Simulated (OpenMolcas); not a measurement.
## Computed transition rates of Co6+

| Item | Value |
| --- | --- |
| Program | OpenMolcas |
| Method | RASSCF |
| Basis | ANO-RCC-VTZP [6s5p3d2f1g] |
| Scalar Hamiltonian | DKH2, point nucleus |
| Active space | 9 electrons in 8 orbitals (RAS1 3p, at most 2 holes; RAS2 3d) |
| State averaging | 2S+1 = 4 even, 10 roots; 2S+1 = 2 even, 40 roots |
| Spin-orbit coupling | state interaction with AMFI integrals over the reference wave functions, term energies averaged over their components |

Rates come from the transition moments of the reference wave functions (E1 and E2 in the length form). At fixed line strength A goes as λ^-3 for E1 and M1 and as λ^-5 for E2, so a rate at the computed wavelength can be rescaled to the measured one. Measured vacuum wavelengths follow from level energies in Sugar and Corliss, J. Phys. Chem. Ref. Data 10, 1097 (1981). Branching counts decays inside the model space alone, at computed energies, and the table is only a selection of the E2 and M1 lines, drawn from those between levels with measured partners whose computed energy lies within a factor of 1.5 of the measured one.

```json
{"Upper": "3d3 4P 1/2", "Lower": "3d3 4F 3/2", "Type": "E2", "λ computed (nm)": "413.3", "λ measured (nm)": "474", "A computed (s-1)": "1.36e-01", "A rescaled (s-1)": "6.85e-02", "Branching %": "63.9"}
{"Upper": "3d3 4P 5/2", "Lower": "3d3 4F 9/2", "Type": "E2", "λ computed (nm)": "445.6", "λ measured (nm)": "513.8", "A computed (s-1)": "1.12e-01", "A rescaled (s-1)": "5.50e-02", "Branching %": "55.7"}
{"Upper": "3d3 4P 3/2", "Lower": "3d3 4F 7/2", "Type": "E2", "λ computed (nm)": "441.9", "λ measured (nm)": "507.8", "A computed (s-1)": "8.04e-02", "A rescaled (s-1)": "4.01e-02", "Branching %": "40.0"}
{"Upper": "3d3 4P 1/2", "Lower": "3d3 4F 5/2", "Type": "E2", "λ computed (nm)": "426.6", "λ measured (nm)": "490.2", "A computed (s-1)": "7.60e-02", "A rescaled (s-1)": "3.79e-02", "Branching %": "35.8"}
{"Upper": "3d3 4P 3/2", "Lower": "3d3 4F 5/2", "Type": "E2", "λ computed (nm)": "423.1", "λ measured (nm)": "485.3", "A computed (s-1)": "7.21e-02", "A rescaled (s-1)": "3.63e-02", "Branching %": "35.8"}
{"Upper": "3d3 4F 9/2", "Lower": "3d3 4F 7/2", "Type": "M1", "λ computed (nm)": "8240", "λ measured (nm)": "8985", "A computed (s-1)": "4.83e-02", "A rescaled (s-1)": "3.73e-02", "Branching %": "100.0"}
{"Upper": "3d3 4P 5/2", "Lower": "3d3 4F 7/2", "Type": "E2", "λ computed (nm)": "422.7", "λ measured (nm)": "486", "A computed (s-1)": "4.66e-02", "A rescaled (s-1)": "2.32e-02", "Branching %": "23.2"}
{"Upper": "3d3 4F 7/2", "Lower": "3d3 4F 5/2", "Type": "M1", "λ computed (nm)": "9982", "λ measured (nm)": "10960", "A computed (s-1)": "4.37e-02", "A rescaled (s-1)": "3.30e-02", "Branching %": "100.0"}
{"Upper": "3d3 4P 3/2", "Lower": "3d3 4F 3/2", "Type": "E2", "λ computed (nm)": "410.1", "λ measured (nm)": "469.4", "A computed (s-1)": "2.80e-02", "A rescaled (s-1)": "1.43e-02", "Branching %": "13.9"}
{"Upper": "3d3 4F 5/2", "Lower": "3d3 4F 3/2", "Type": "M1", "λ computed (nm)": "13330", "λ measured (nm)": "14330", "A computed (s-1)": "1.83e-02", "A rescaled (s-1)": "1.47e-02", "Branching %": "100.0"}
{"Upper": "3d3 4P 5/2", "Lower": "3d3 4P 3/2", "Type": "M1", "λ computed (nm)": "9759", "λ measured (nm)": "11330", "A computed (s-1)": "1.67e-02", "A rescaled (s-1)": "1.07e-02", "Branching %": "8.3"}
{"Upper": "3d3 4P 5/2", "Lower": "3d3 4F 5/2", "Type": "E2", "λ computed (nm)": "405.5", "λ measured (nm)": "465.4", "A computed (s-1)": "1.29e-02", "A rescaled (s-1)": "6.48e-03", "Branching %": "6.4"}
{"Upper": "3d3 4P 3/2", "Lower": "3d3 4F 3/2", "Type": "M1", "λ computed (nm)": "410.1", "λ measured (nm)": "469.4", "A computed (s-1)": "1.27e-02", "A rescaled (s-1)": "", "Branching %": "6.3"}
{"Upper": "3d3 4P 3/2", "Lower": "3d3 4F 5/2", "Type": "M1", "λ computed (nm)": "423.1", "λ measured (nm)": "485.3", "A computed (s-1)": "7.93e-03", "A rescaled (s-1)": "", "Branching %": "3.9"}
{"Upper": "3d3 4P 5/2", "Lower": "3d3 4F 7/2", "Type": "M1", "λ computed (nm)": "422.7", "λ measured (nm)": "486", "A computed (s-1)": "7.52e-03", "A rescaled (s-1)": "", "Branching %": "3.7"}
```

Spin-changing lines and M1 lines between different terms are not rescaled, since their strength hangs on the term gaps too.

The largest correction is for 3d3 4P 5/2 → 3d3 4F 9/2 (E2): 1.12e-01 × (445.6 / 513.8)^5 = 5.50e-02 s-1, a factor of 0.49.

The computed rate and branching of 3d3 4F 5/2 → 3d3 4F 3/2 give the upper level a radiative lifetime of 1.000 / 1.83e-02 s-1 = 5.46e+01 s, counting decays inside the model space alone. The rescaled rate gives about 6.8e+01 s.

These are rates of the free ion; in crystals, glasses and complexes forced electric-dipole and non-radiative decay shorten such lifetimes by orders of magnitude. No measured rate stands beside these. Rescaling mends the energy factor alone: line strengths can still be far off where a level mixes with configurations outside the active space, and weak or spin-changing lines hang on small mixing coefficients that depend on the term gaps too, so rescaling need not improve them.

Without dynamic correlation excited terms often stand tens of per cent too high (terms of higher spin than the ground term too low), and those without a measured partner can miss by more than the paired ones. Active for correlation alone: 3p; no level in the range computed is led by a configuration that opens it, so any true level of that kind is missing. Measured partners are found by configuration, term and J. A level has none where our copy of the source lacks it or the pairing is in doubt (some pairs that miss far off the trend of their configuration count as doubtful). Only configurations of the active space appear.
